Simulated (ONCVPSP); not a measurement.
## antimony, ONCV: configuration errors across variants

Sb, optimised norm-conserving Vanderbilt (ONCV), made with ONCVPSP 4.0.1 (PBE, scalar-relativistic). Core [Kr], reference 4d10 5s2 5p3. Waves: 5s: rc 1.95 bohr, ncon 4, nbas 9, qcut 3.2 1/bohr, 2 projectors, debl 1.6 Ha; 5p: rc 2.10 bohr, ncon 5, nbas 10, qcut 3.5 1/bohr, 2 projectors, debl 2.9 Ha; 4d: rc 1.10 bohr, ncon 4, nbas 8, qcut 7.6 1/bohr, 2 projectors, debl 0.3 Ha. Local part: polynomial inside 0.85 bohr (lpopt 5, dvloc0 -1 Ha). Core correction: Teter function, fcfact 1.75, rcfact 1.1.

In the d channel the program set the typed energies aside and used -1.231, 0.250 Ha.

All-electron excitation energies from the reference (eV): (1) 4d10 5s2 5p2 8.317; (2) 4d10 5s2 5p1 24.286; (3) 4d10 5s2 5p0 48.699; (4) 4d9 5s2 5p3 40.735.

2 further variants failed, have other tests or too few solved ones, and are left out.

A true bound ghost makes a file unfit for plane-wave use even where its test errors are small: the radial tests pick states by their node count and pass the ghost by.

Errors AE − PS in meV (a dash: test not solved or not reliable):

```tsv
change	(1)	(2)	(3)	(4)	bound ghosts	GHOST(+) flags above zero
base	-2.0	-4.5	+1.3	-196	s, p, d	s
s: qcut 2.2	-2.2	-5.4	-0.7	-158	s, p, d	s
p: nproj 3	-2.0	-4.5	+1.3	-196	s, d	s, p
local potential polynomial inside 0.85 bohr (lpopt 5, dvloc0 4 Ha)	-2.2	-5.1	+0.9	-190	s, p, d	none
d: ncon 5, nbas 9	-2.0	-4.5	+1.1	-203	s, p	s, d
core correction Teter function, fcfact 2, rcfact 1.1	-2.0	-4.5	+1.2	-197	s, p, d	s
```

Question: Give the same row for: s: debl 0.8.

Answer: -2.0, -4.6, +0.9, -193; bound ghosts: s, p, d; GHOST(+) flags above zero: s.
